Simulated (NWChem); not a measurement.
Program: NWChem. System: C$_{2}$H$_{3}$Cl$_{2}$F, charge 0, spin multiplicity 1, at a geometry optimised with B3LYP/def2-SVP. The structure started from a generated list of species. Level: LDA (SVWN5)/def2-TZVP.

The NWChem input:

```
start mol
memory heap 200 mb stack 800 mb global 1000 mb
geometry units angstroms nocenter noautoz
  C      1.698985    -0.330659     0.000000
  C      0.187379    -0.289091     0.000000
  F     -0.310874    -1.542669     0.000000
  Cl    -0.432752     0.548470    -1.470376
  Cl    -0.432752     0.548470     1.470376
  H      2.040711    -0.865601     0.897965
  H      2.111816     0.685759     0.000000
  H      2.040711    -0.865601    -0.897965
  symmetry group Cs
end
basis spherical
  * library def2-tzvp
end
dft
  xc slater vwn_5
  semidirect memsize 60000000 filesize 0
  iterations 100
end
task dft energy
```

NWChem printed:

```
             Northwest Computational Chemistry Package (NWChem) 7.3.0
             --------------------------------------------------------

                                NWChem Input Module
                                -------------------

 Scaling coordinates for geometry "geometry" by  1.889725989
 (inverse scale =  0.529177249)

 Turning off AUTOSYM since
 SYMMETRY directive was detected!

                             Geometry "geometry" -> ""
                             -------------------------

 Output coordinates in angstroms (scale by  1.889725989 to convert to a.u.)

  No.       Tag          Charge          X              Y              Z
 ---- ---------------- ---------- -------------- -------------- --------------
    1 C                    6.0000     1.69898500    -0.33065900     0.00000000
    2 C                    6.0000     0.18737900    -0.28909100     0.00000000
    3 F                    9.0000    -0.31087400    -1.54266900     0.00000000
    4 Cl                  17.0000    -0.43275200     0.54847000    -1.47037600
    5 Cl                  17.0000    -0.43275200     0.54847000     1.47037600
    6 H                    1.0000     2.04071100    -0.86560100     0.89796500
    7 H                    1.0000     2.11181600     0.68575900     0.00000000
    8 H                    1.0000     2.04071100    -0.86560100    -0.89796500

 Effective nuclear repulsion energy (a.u.)     296.8634618528

            Nuclear Dipole moment (a.u.)
            ----------------------------
        X                 Y               Z
 ---------------- ---------------- ----------------
    -0.0000226767     0.0000302356     0.0000000000

      Symmetry information
      --------------------

 Group name             Cs
 Group number              2
 Group order               2
 No. of unique centers     6

      Symmetry unique atoms

     1    2    3    4    6    7


 Summary of "ao basis" -> "" (spherical)
 ------------------------------------------------------------------------------
       Tag                 Description            Shells   Functions and Types
 ---------------- ------------------------------  ------  ---------------------
 *                         def2-tzvp                  on all atoms

                                 NWChem DFT Module
                                 -----------------

 Summary of "ao basis" -> "ao basis" (spherical)
 ------------------------------------------------------------------------------
       Tag                 Description            Shells   Functions and Types
 ---------------- ------------------------------  ------  ---------------------
 C                         def2-tzvp                11       31   5s3p2d1f
 F                         def2-tzvp                11       31   5s3p2d1f
 Cl                        def2-tzvp                13       37   5s5p2d1f
 H                         def2-tzvp                 4        6   3s1p

 Summary of "ao basis" -> "ao basis" (spherical)
 ------------------------------------------------------------------------------
       Tag                 Description            Shells   Functions and Types
 ---------------- ------------------------------  ------  ---------------------
 C                         def2-tzvp                11       31   5s3p2d1f
 F                         def2-tzvp                11       31   5s3p2d1f
 Cl                        def2-tzvp                13       37   5s5p2d1f
 H                         def2-tzvp                 4        6   3s1p
[...]
           Coulomb energy =      788.707313315584
    Exchange-Corr. energy =      -74.475923754858
 Nuclear repulsion energy =      296.863461852767

 Numeric. integr. density =       58.000013115756

     Total iterative time =     19.3s

                  Occupations of the irreducible representations
                  ----------------------------------------------

                     irrep           alpha         beta
                     --------     --------     --------
                     a'               18.0         18.0
                     a"               11.0         11.0

                       DFT Final Molecular Orbital Analysis
                       ------------------------------------

 Vector   27  Occ=2.000000D+00  E=-2.957964D-01  Symmetry=a'
              MO Center= -2.3D-01,  4.0D-01,  2.6D-13, r^2= 3.5D+00
   Bfn.  Coefficient  Atom+Function         Bfn.  Coefficient  Atom+Function
  ----- ------------  ---------------      ----- ------------  ---------------
   108      0.345894  4 Cl px               145      0.345894  5 Cl px
   111      0.240541  4 Cl px               148      0.240541  5 Cl px
   105      0.173433  4 Cl px               142      0.173433  5 Cl px
    99     -0.140460  4 Cl px               136     -0.140460  5 Cl px
     6      0.122620  1 C  px                 5     -0.120293  1 C  s

 Vector   28  Occ=2.000000D+00  E=-2.905998D-01  Symmetry=a"
              MO Center= -3.5D-01,  4.3D-01, -2.8D-13, r^2= 3.5D+00
   Bfn.  Coefficient  Atom+Function         Bfn.  Coefficient  Atom+Function
  ----- ------------  ---------------      ----- ------------  ---------------
   108      0.293275  4 Cl px               145     -0.293275  5 Cl px
   109      0.233727  4 Cl py               146     -0.233727  5 Cl py
   111      0.197796  4 Cl px               148     -0.197796  5 Cl px
   112      0.159475  4 Cl py               149     -0.159475  5 Cl py
   105      0.145768  4 Cl px               142     -0.145768  5 Cl px

 Vector   29  Occ=2.000000D+00  E=-2.782729D-01  Symmetry=a"
              MO Center= -3.8D-01,  4.9D-01,  3.2D-14, r^2= 3.5D+00
   Bfn.  Coefficient  Atom+Function         Bfn.  Coefficient  Atom+Function
  ----- ------------  ---------------      ----- ------------  ---------------
   110      0.272429  4 Cl pz               147      0.272429  5 Cl pz
   109      0.231975  4 Cl py               146     -0.231975  5 Cl py
   113      0.190117  4 Cl pz               150      0.190117  5 Cl pz
   108     -0.162385  4 Cl px               145      0.162385  5 Cl px
   112      0.157020  4 Cl py               149     -0.157020  5 Cl py

 Vector   30  Occ=0.000000D+00  E=-6.435960D-02  Symmetry=a'
              MO Center= -2.4D-01,  3.5D-01,  2.6D-13, r^2= 3.3D+00
   Bfn.  Coefficient  Atom+Function         Bfn.  Coefficient  Atom+Function
  ----- ------------  ---------------      ----- ------------  ---------------
    35      0.827544  2 C  s                113     -0.366035  4 Cl pz
   150      0.366035  5 Cl pz                36      0.315679  2 C  s
    98     -0.247021  4 Cl s                135     -0.247021  5 Cl s
    38      0.245307  2 C  py                41      0.244151  2 C  py
    44      0.232702  2 C  py               110     -0.230065  4 Cl pz

 Vector   31  Occ=0.000000D+00  E=-3.171414D-02  Symmetry=a"
              MO Center=  6.3D-03,  7.8D-02, -1.6D-13, r^2= 3.5D+00
   Bfn.  Coefficient  Atom+Function         Bfn.  Coefficient  Atom+Function
  ----- ------------  ---------------      ----- ------------  ---------------
    42      0.459824  2 C  pz                39      0.435373  2 C  pz
    45      0.348782  2 C  pz               170     -0.315172  6 H  s
   182      0.315172  8 H  s                 98      0.301721  4 Cl s
   135     -0.301721  5 Cl s                113      0.266901  4 Cl pz
   150      0.266901  5 Cl pz               112     -0.239570  4 Cl py

 Vector   32  Occ=0.000000D+00  E= 1.980534D-02  Symmetry=a'
              MO Center=  1.8D+00, -2.5D-01,  9.3D-14, r^2= 5.8D+00
   Bfn.  Coefficient  Atom+Function         Bfn.  Coefficient  Atom+Function
  ----- ------------  ---------------      ----- ------------  ---------------
     5      4.448595  1 C  s                 36     -1.989322  2 C  s
   176     -1.772060  7 H  s                170     -1.581599  6 H  s
   182     -1.581599  8 H  s                 67      0.428714  3 F  s
    98      0.365044  4 Cl s                135      0.365044  5 Cl s
     3      0.264000  1 C  s                113      0.212953  4 Cl pz

------------------------------------------------------------
EAF file 0: "./mol.aoints.0" size=524288 bytes
------------------------------------------------------------
               write      read    awrite     aread      wait
               -----      ----    ------     -----      ----
     calls:        1         9         0         0         0
   data(b): 5.24e+05  4.72e+06  0.00e+00  0.00e+00
   time(s): 0.00e+00  0.00e+00  0.00e+00  0.00e+00  0.00e+00
rate(mb/s): 0.00e+00  0.00e+00
------------------------------------------------------------

 center of mass
 --------------
 x =  -0.11886153 y =   0.00912378 z =   0.00000000

 moments of inertia (a.u.)
 ------------------
         797.700545293172          60.514833723432           0.000000000000
          60.514833723432         768.688000820542           0.000000000000
           0.000000000000           0.000000000000         474.849891619648

     Multipole analysis of the density
     ---------------------------------

     L   x y z        total         alpha         beta         nuclear
     -   - - -        -----         -----         ----         -------
     0   0 0 0     -0.000000    -29.000000    -29.000000     58.000000

     1   1 0 0      0.794004      0.397014      0.397014     -0.000023
     1   0 1 0     -0.019399     -0.009715     -0.009715      0.000030
     1   0 0 1     -0.000000     -0.000000     -0.000000      0.000000

     2   2 0 0    -29.923385    -82.018861    -82.018861    134.114337
     2   1 1 0     -0.781968     16.632603     16.632603    -34.047174
     2   1 0 1     -0.000000     -0.000000     -0.000000      0.000000
     2   0 2 0    -32.604423    -78.389728    -78.389728    124.175033
     2   0 1 1     -0.000000     -0.000000     -0.000000      0.000000
     2   0 0 2    -32.059941   -150.160703   -150.160703    268.261465

 Task  times  cpu:       20.7s     wall:       20.7s

 Total times  cpu:       20.7s     wall:       20.7s
```
